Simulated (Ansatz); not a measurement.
`[AlH2][CH2][GaH2]`. The species carries charge 0 and has multiplicity 1.

```
atom   x (Å)   y (Å)   z (Å)
 Al1   1.140  -0.893  -0.844
  C2  -0.046   0.587  -0.441
 Ga3  -1.106   0.430   1.196
  H4   2.630  -0.891  -0.292
  H5   0.616  -2.122  -1.702
  H6  -0.750   0.685  -1.274
  H7   0.566   1.490  -0.346
  H8  -0.531   0.970   2.555
  H9  -2.519  -0.256   1.149
```

(1) List the harmonic frequencies (cm⁻¹, unscaled) at PBE0-D4/def2-TZVP in Ansatz. (An estimate is asked.)

(2) Is this a minimum?

(3) Give the ideal-gas thermochemistry at 298.15 K and 1 bar (rigid rotor, harmonic oscillator; point group Cs, symmetry number 1).

(4) And at 400, 500, 600, 800 and 1000 K?

Results:

(1) Ansatz gave: 94, 110, 127, 417, 429, 488, 543, 645, 691, 700, 760, 793, 852, 916, 1355, 1913, 1918, 1960, 1961, 3046, 3124.

(2) Yes, all 21 modes are real.

(3) Zero-point energy 136.6 kJ/mol; H(298) − E = 156.6 kJ/mol; entropy 337.5 J/(mol·K), of which translation 168.0, rotation 108.2, vibration 61.3; G(298) − E = 55.9 kJ/mol. Modes under 100 cm⁻¹ are hindered rotations or soft bends, so the harmonic entropy is rough.

(4) 
| T (K) | H − E (kJ/mol) | S (J/mol/K) | G − E (kJ/mol) |
| --- | --- | --- | --- |
| 400 | 167.9 | 370.0 | 19.9 |
| 500 | 180.5 | 398.1 | -18.6 |
| 600 | 194.3 | 423.3 | -59.7 |
| 800 | 224.7 | 466.9 | -148.8 |
| 1000 | 257.8 | 503.8 | -246.0 |
